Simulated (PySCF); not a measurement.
SMILES FS(F)(F)(F)(F)F (F₆S) (PBE/def2-SVP optimised geometry):

```
7

F      0.000     1.554     0.419
S      0.000     0.000     0.000
F      0.001    -0.418     1.554
F      1.609     0.000     0.000
F     -1.609     0.000     0.000
F     -0.001     0.418    -1.554
F      0.000    -1.554    -0.419
```

Calculation: PBE/def2-TZVP (PySCF 2.14.0).

Q: What are the frontier orbital energies and the dipole moment?

A: HOMO-2 -10.16 eV, HOMO-1 -10.16 eV, HOMO -10.16 eV, LUMO -3.78 eV, LUMO+1 0.91 eV; dipole moment 0.00 D.

On the same geometry PBE0/def2-TZVP (PySCF 2.14.0) gives HOMO-2 -12.48 eV, HOMO-1 -12.48 eV, HOMO -12.48 eV, LUMO -2.57 eV, LUMO+1 2.33 eV; dipole moment 0.00 D.

Meta-Löwdin charges at PBE/def2-TZVP: F1 -0.38, S2 2.28, F3 -0.38, F4 -0.38, F5 -0.38, F6 -0.38, F7 -0.38.
